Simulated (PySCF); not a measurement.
CeH4 at several levels of theory

Computed with PySCF 2.14.0 (density fitting, no spin-orbit coupling) at the geometry relaxed with PBE0:

```xyz
5
CeH4 (singlet)
Ce    0.0000    0.0000    0.0000
H     1.1400    1.1400    1.1400
H    -1.1400   -1.1400    1.1400
H     1.1400   -1.1400   -1.1400
H    -1.1400    1.1400   -1.1400
```

```
level                                    basis    state  HOMO (eV)  gap (eV)  charge on Ce1 (e)  population of f-type functions on Ce1 (polarisation alone where 4f lies in the core)  dipole about the centre of mass (D)  largest force component (eV/Å)
 PBE0    Ce lcecp-2-SVP with ECP46, H def2-SVP  singlet          –         –               1.14                                                                                  0.05                                 0.00                            0.00
TPSSh                                 the same  singlet          –         –               1.24                                                                                  0.04                                 0.00                            0.06
 PBE0  Ce lcecp-2-TZVP with ECP46, H def2-TZVP  singlet          –         –               1.00                                                                                  0.06                                 0.00                            0.09
```

In the lcecp rows the 4f levels are missing from HOMO and gap, and the state counts the valence alone.

Charges are Mulliken's, which hang on the basis. The relaxation used the grid (50, 194), these runs (75, 302) or, all-electron (x2c bases, spin-free X2C Hamiltonian), (99, 590).

Task: What does CAM-B3LYP with Ce lcecp-2-SVP with ECP46, H def2-SVP give here?

Result: state singlet, charge on Ce1 (e) 1.18, population of f-type functions on Ce1 (polarisation alone where 4f lies in the core) 0.05, dipole about the centre of mass (D) 0.00, largest force component (eV/Å) 0.03. Time: 1.8 s on 2 threads of Arm Neoverse V1, with other jobs on the host, from an already converged density.
